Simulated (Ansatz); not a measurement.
MoF₃H₃, SMILES [F][MoH3]([F])[F], multiplicity 1.

Geometry: B3LYP-D3(BJ)/def2-SVP. The spin state was assumed, not searched. The structure was generated by enumeration; whether it is a known compound was not checked. The def2 effective core potentials stand for the cores of Mo; spin–orbit coupling is left out.

Two levels are set side by side: PBE/def2-SVPD (Ansatz, a quantum-chemistry and plane-wave program) and CAM-B3LYP/def2-SVPD (Ansatz). Energy differences of separate SCF runs at the same geometry; the states with an electron removed or added have multiplicity 2 and 2. Differences are taken from unrounded values.

| quantity | PBE |
|---|---|
| vertical ionisation energy (eV) | 10.93 |
| vertical electron affinity (eV) | 0.72 |
| vertical singlet–triplet gap (eV) | 3.09 |

**Question.** These are the PBE values. What does CAM-B3LYP give? (The exact figures need the calculation; the answer reports its results.)

**Answer.** 
```tsv
quantity	CAM-B3LYP	PBE minus CAM-B3LYP
vertical ionisation energy (eV)	11.58	-0.65
vertical electron affinity (eV)	1.27	-0.54
vertical singlet–triplet gap (eV)	2.98	0.11
```
